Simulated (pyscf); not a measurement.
H₃C–GaH₂, singlet

Gas-phase minimum from PySCF at ωB97X-D3(BJ)/def2-SVP, one conformer. 

SMILES: [CH3][GaH2]
```xyz
7

C     -0.3612    -0.0396     0.0741
Ga     0.2842     1.1076    -1.3866
H      0.2286     0.1769     0.9829
H     -1.4152     0.1644     0.3197
H     -0.2434    -1.1111    -0.1480
H     -0.2364     2.5861    -1.5211
H      1.3464     0.5777    -2.4185
```

Bond lengths (Å): C1–Ga2 1.966, C1–H3 1.105, C1–H4 1.101, C1–H5 1.101, Ga2–H6 1.573, Ga2–H7 1.573. Bond angles (°): Ga2–C1–H3 108.8, Ga2–C1–H4 111.8, Ga2–C1–H5 112.5, H3–C1–H4 106.9, H3–C1–H5 107.4, H4–C1–H5 109.1, C1–Ga2–H6 120.2, C1–Ga2–H7 120.8, H6–Ga2–H7 118.9.

Properties at ωB97X-D3(BJ)/def2-SVP:

| Item | Value |
|---|---|
| Harmonic wavenumbers, unscaled | 16, 422, 505, 588, 739, 784, 789, 1241, 1437, 1445, 1976, 1989, 3059, 3151, 3181 cm⁻¹ |
| Zero-point energy | 30.5 kcal/mol |
| Rotational symmetry number | 1 |
| Entropy of this conformer at 298 K and 1 atm, rigid rotor and harmonic oscillator, modes under 100 cm⁻¹ raised to 100 | 280.8 J/(mol K) |
| Dipole moment | 0.69 D |

Single-point totals, which compare only within one level (frozen core for MP2 and CC):

```
level                   total energy (hartree)
----------------------  ----------------------
ωB97X-D3(BJ)/def2-TZVP             -1965.95431
PBE/def2-TZVP                      -1965.60004
r²SCAN/def2-TZVP                   -1965.91977
B3LYP-D3(BJ)/def2-TZVP             -1966.02496
PBE0-D3(BJ)/def2-TZVP              -1965.65435
M06-2X/def2-TZVP                   -1965.92334
ωB97M-D3(BJ)/def2-TZVP             -1965.99541
HF/def2-TZVPP                      -1964.02239
MP2/def2-TZVPP                     -1964.44373
CCSD/def2-TZVPP                    -1964.46517
CCSD(T)/def2-TZVPP                 -1964.48122
```

The lowest mode is so soft that the shape along it may change with the basis. Soft torsions are taken as harmonic, which can shift the entropy by several J/(mol K). The CCSD(T) − MP2 part came from Ansatz, without density fitting, on the same reference. The frozen core leaves the outer d or s,p core shells of the metals and heavy elements correlated in the MP2 and CC values, and def2-TZVPP describes them poorly, so these totals are far from the basis limit. Elements up to Kr have no core potential and no relativistic terms here.
